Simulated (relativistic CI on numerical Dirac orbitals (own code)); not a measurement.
**What each ingredient does to the levels of Kr XXI**

Base calculation: Dirac-Coulomb-Breit CI, KLI orbitals optimised for each configuration, a model potential for QED, unscaled Slater integrals.

Configuration list (outside the closed core [Ne]): 3s2 3p4, 3s 3p5, 3s2 3p3 3d, 3p6, 3s 3p4 3d, 3p5 3d, 3s 3p3 3d2, 3s2 3p2 3d 4p, 3s2 3p3 4s, 3p5 4s, 3p5 4p, 3s 3p3 3d 4s, 3s2 3p3 4p, 3s2 3p2 3d2, 3s2 3p 3d3, 3s 3p2 3d3, 3s2 3p 3d2 4s, 3s2 3p 3d2 4p, 3p4 3d2, 3p3 3d3, 3p3 3d2 4s, 3p3 3d2 4p. Double excitations out of closed p, d and f shells are left out; levels of such configurations are missing from the list, as are those of other unlisted configurations, and high levels can miss mixing partners.

The lowest level and the first level of each name with at least 55 % of one term (blank where a level has no safe partner in the second run):

| Level | Base (cm⁻¹) | Shift (cm⁻¹) |
| --- | --- | --- |
| 3s2 3p4 3P_2 | 0 | 0 |
| 3s2 3p4 3P_0 | 47897 | +58 |
| 3s2 3p4 3P_1 | 78174 | +1469 |
| 3s2 3p4 1D_2 | 116434 | +1684 |
| 3s2 3p4 1S_0 | 226160 | +2778 |
| 3s 3p5 3P°_2 | 547974 | +402 |
| 3s 3p5 3P°_1 | 588674 | +845 |
| 3s 3p5 3P°_0 | 630883 | +1763 |
| 3s2 3p3 3d 5D°_2 | 700607 | +1852 |
| 3s2 3p3 3d 5D°_3 | 702064 | +2450 |
| 3s2 3p3 3d 5D°_0 | 704556 | +1724 |
| 3s2 3p3 3d 5D°_4 | 714643 | +3317 |
| 3s2 3p3 3d 3D°_1 | 776174 | +3191 |
| 3s2 3p3 3d 1S°_0 | 784462 | +2850 |

At this charge energies of transitions that change n are usually good to better than 1 %, and those within a shell (Δn = 0) to a few per cent.

Task: One thing was changed in a second run, which moved the levels as shown. Which?
A. Breit term removed
B. configuration mixing switched off
C. QED terms removed

Result: A. Breit term removed. The Breit term mainly narrows fine-structure intervals, so removing it widens them.

LS names give the leading component of a level, which can be under half, so a name can repeat, a term be missing and a line seem to break the LS rules.
